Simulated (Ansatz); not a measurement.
`[SiH3][SiH]([SiH3])[SiH3]` + `[OH][Al]([OH])[Br]` → `[OH][Al]([Br])[O][SiH3]` + `[SiH3][SiH2][SiH3]`  (cleavage of the Si–Si bond)

Gas-phase electronic energies from Ansatz, PBE0-D4/def2-TZVP geometries. CBS: MP2 limit from def2 TZ/QZ plus the TZ coupled-cluster correction, frozen cores. DFT in def2-TZVPP. B3LYP here is the variant with VWN-RPA as its local correlation; programs differ in this. For Br outer-core shells are correlated without core-valence functions, which leaves a few kJ/mol of doubt a bond. Scalar relativity is left out up to krypton. One conformer a species, not always the lowest.

```json
{"level": "revPBE-D4", "ΔE (kJ/mol)": "-63.5", "difference from CCSD(T)/CBS": "29.3"}
{"level": "BLYP-D4", "ΔE (kJ/mol)": "-86.4", "difference from CCSD(T)/CBS": "6.4"}
{"level": "B97M-V", "ΔE (kJ/mol)": "-89.9", "difference from CCSD(T)/CBS": "2.9"}
{"level": "BHLYP-D4", "ΔE (kJ/mol)": "-104.8", "difference from CCSD(T)/CBS": "-12.0"}
{"level": "ωB97X-V", "ΔE (kJ/mol)": "-92.4", "difference from CCSD(T)/CBS": "0.4"}
{"level": "ωB97M-V", "ΔE (kJ/mol)": "-94.8", "difference from CCSD(T)/CBS": "-2.0"}
{"level": "B2PLYP", "ΔE (kJ/mol)": "-100.0", "difference from CCSD(T)/CBS": "-7.2"}
{"level": "PBE-QIDH", "ΔE (kJ/mol)": "-88.3", "difference from CCSD(T)/CBS": "4.5"}
{"level": "BLYP", "ΔE (kJ/mol)": "-93.1", "difference from CCSD(T)/CBS": "-0.3"}
{"level": "B3LYP", "ΔE (kJ/mol)": "-98.7", "difference from CCSD(T)/CBS": "-5.9"}
{"level": "r2SCAN0", "ΔE (kJ/mol)": "-90.0", "difference from CCSD(T)/CBS": "2.8"}
{"level": "LC-ωPBE", "ΔE (kJ/mol)": "-87.0", "difference from CCSD(T)/CBS": "5.8"}
{"level": "MP2/def2-SVP", "ΔE (kJ/mol)": "-94.3", "difference from CCSD(T)/CBS": "-1.5"}
{"level": "SCS-MP2/def2-TZVPP", "ΔE (kJ/mol)": "-104.9", "difference from CCSD(T)/CBS": "-12.1"}
{"level": "CCSD/def2-TZVPP", "ΔE (kJ/mol)": "-99.4", "difference from CCSD(T)/CBS": "-6.6"}
{"level": "CCSD/CBS(def2)", "ΔE (kJ/mol)": "-98.2", "difference from CCSD(T)/CBS": "-5.4"}
{"level": "CCSD(T)/CBS", "ΔE (kJ/mol)": "-92.8", "difference from CCSD(T)/CBS": "0"}
```

Largest T1 diagnostic among the species: 0.014.

From PBE to PBE0 (25 % exact exchange), in def2-TZVPP and without D4, ΔE moves by −8.9 kJ/mol. In def2-TZVPP, CCSD(T) changes the Hartree–Fock value by +34.3 kJ/mol (the triples alone add +5.5 kJ/mol) and MP2 by +31.4 kJ/mol. The D4 term adds +5.9 kJ/mol with B3LYP and +3.4 kJ/mol with PBE0; it sums over pairs of atoms, weighted by their polarisabilities, and B3LYP, whose exchange is more repulsive, gets the larger term.

CCSD(T)/CBS has its own doubt, a few kJ/mol and more with outer-core shells, so smaller differences from it don't rank the levels.
